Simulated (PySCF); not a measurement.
**Static response to an electric field**

Species: C6H8N2.
Structure used (PBE0-D3(BJ)/def2-SVP), in Å, numbered top down from 1:
```xyz
16
C6H8N2 angstrom
N     -3.1870    0.8292   -1.4661
C     -2.5004    0.3184   -0.6870
C     -1.6054   -0.3037    0.2805
C     -0.2481    0.4114    0.3741
C      0.6533   -0.2683    1.3800
N      1.7449   -0.7417    0.9461
C      1.8500   -0.4784   -0.4792
C      0.6087    0.3396   -0.9039
H     -1.4593   -1.3579   -0.0084
H     -2.1076   -0.3113    1.2619
H     -0.4382    1.4532    0.6835
H      0.3772   -0.3668    2.4393
H      2.7963    0.0517   -0.6730
H      1.9349   -1.4430   -1.0070
H      0.0615   -0.1327   -1.7330
H      0.8859    1.3454   -1.2471
```

Level: CAM-B3LYP/def2-SVPD (PySCF), static field, nuclei fixed, core orbitals frozen in the response. The polarisability tensor in these axes (au):

```
x   89.98 -9.44  3.03
y   -9.44 64.10 -4.67
z    3.03 -4.67 76.52
```

Question: Give the principal values, the mean and the anisotropy Δα = √{½[(α1 − α2)² + (α2 − α3)² + (α1 − α3)²]}.

Answer: Principal values 60.24, 76.22 and 94.14 au; mean 76.87 au = 11.39 Å³ = 12.67 × 10⁻⁴⁰ C²·m²/J; Δα = 29.37 au (38 % of the mean).

Question: What is the dipole moment, and where does it point?

Answer: (1.20, -0.55, 1.53) D, 2.02 D in size, pointing from the negative to the positive side. Measured along this direction, the outermost atoms are N1 at the negative end and H12 at the positive end.

Question: Along which axes do the principal values lie, and how far do the nuclei extend along each?

Answer: Largest value along (0.91, -0.32, 0.24), where the nuclei span 5.91 Å; middle along (-0.30, -0.13, 0.95), 3.88 Å; least along (0.28, 0.94, 0.22), 3.06 Å. The response follows the extents in order.

Question: Refractivity n − 1 of an ideal gas of it at 500 K and 1 atm, from the electronic α?

Answer: N = p/kT = 1.4678 × 10¹⁹ cm⁻³, so n − 1 = 2π × N × 11.39 × 10⁻²⁴ cm³ = 1050 × 10⁻⁶ at long wavelengths, for an ideal gas.

Question: Molar refractivity from α?

Answer: Lorentz–Lorenz: R = (4π/3)N_A α = 2.5225 cm³/(mol·Å³) × 11.39 Å³ = 28.7 cm³/mol, in the limit of long wavelengths.

One conformer (not necessarily the lowest) at the PBE0-D3(BJ)/def2-SVP geometry, without solvent, vibrations or thermal averaging.
